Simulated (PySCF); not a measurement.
PySCF job for Si(F)(Cl)(Me)(OH) (CH₄ClFOSi), SMILES C[Si](O)(F)Cl, SMD-M06-2X/6-31G*. Coordinates come from a PBE0-D3(BJ)/def2-SVP optimisation. The values are those of a single conformer.

```python
import numpy as np
from pyscf import gto, scf, dft
from pyscf.solvent import smd

mol = gto.M(
    atom='''
    C     1.79683951   -0.18540073   -0.79774146
    Si    0.02401452   -0.02047997   -0.34273707
    O    -0.82600160   -1.28051964   -0.96066497
    F    -0.58139838    1.36905136   -0.91189423
    Cl   -0.23630674    0.07903047    1.69897579
    H     2.21940482   -1.10484702   -0.36730281
    H     2.37169588    0.67337591   -0.42201430
    H     1.90457146   -0.22976608   -1.89197934
    H    -1.75509986   -1.36046176   -0.72415627
    ''',
    basis='6-31G*',
    charge=0,
    spin=0,
    max_memory=1600,
    verbose=3,
)
mf = dft.RKS(mol, xc='m06-2x').density_fit(auxbasis='def2-universal-jkfit')
mf.grids.level = 4
mf.conv_tol = 1e-9
mf.max_cycle = 100
mf.kernel()
res = {}
for name in ['water', 'n-hexane', 'chlorobenzene']:
    s = mf.SMD()
    s.with_solvent.solvent, s.with_solvent.sasa_ng = name, 302
    s.kernel(mf.make_rdm1())
    res[name] = (s.e_tot, s.with_solvent.get_cds(), s.dip_moment(), s.mo_energy, s.converged)
    print(f'SMD {name}: dG(solv) = {(s.e_tot - mf.e_tot) * 627.509474:.3f} kcal/mol, of which CDS {res[name][1] * 627.509474:.3f}')
```

Output:

```
converged SCF energy = -965.283693769069
converged SCF energy = -965.291738546126
Dipole moment(X, Y, Z, Debye):  0.37358, -1.08322, -0.91698
SMD water: dG(solv) = -5.048 kcal/mol, of which CDS 3.230
converged SCF energy = -965.289088744904
Dipole moment(X, Y, Z, Debye):  0.40140, -1.01512, -0.87162
SMD n-hexane: dG(solv) = -3.385 kcal/mol, of which CDS -1.470
converged SCF energy = -965.291875053966
Dipole moment(X, Y, Z, Debye):  0.46432, -1.08714, -0.94852
SMD chlorobenzene: dG(solv) = -5.134 kcal/mol, of which CDS -1.153
```

The calculation finished and met its thresholds.

Cost: roughly 2.3 core-minutes.
